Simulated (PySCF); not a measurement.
Vertical excitations of a molecule C₄H₉NSi from TDDFT-LC-ωPBE/def2-SVPD (PySCF 2.14.0), as energy in eV (oscillator strength): 6.16 (0.074), 6.22 (0.007), 7.04 (0.025), 7.08 (0.000), 7.47 (0.031), 7.57 (0.033), 7.64 (0.161), 7.79 (0.004), 8.10 (0.035), 8.49 (0.016). Lowest triplet (TDA): 4.09 eV. Geometry optimised at r2SCAN-D4/def2-SVP. Other conformers were not sampled.

Problem. Which structure fits?
(A) N[SiH]1CC=CC1
(B) [SiH3]N1CC=CC1
(C) C=CC(=C)[SiH2]N
(D) C/N=C1\CC[SiH2]1

Solution. B, [SiH3]N1CC=CC1
